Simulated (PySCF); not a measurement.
Cd(Me)(Et) (C3H8Cd), SMILES C[CH2][Cd][CH3].

The structure is a stationary point at B3LYP-D3(BJ)/def2-SVP. The structure was generated by enumeration; whether it is a known compound was not checked. The def2 effective core potentials stand for the cores of Cd; spin–orbit coupling is left out. The values are those of a single conformer.

Calculation: PBE0/def2-TZVP in PySCF.

The molecule is in vacuum.

```yaml
total_energy: -286.75903 hartree
highest_occupied_level: -6.47 eV
lowest_empty_level: -0.14 eV
orbital_gap: 6.34 eV
dipole_moment: 0.16 D
quadrupole, principal values (traceless, Buckingham form, about the centre of nuclear charge): -7.37, 3.18, 4.18 D·Å
mean_static_polarisability: 72.0 bohr³ (10.67 Å³)
polarisability_principal_values: 56.0, 59.0, 101.0 bohr³
```
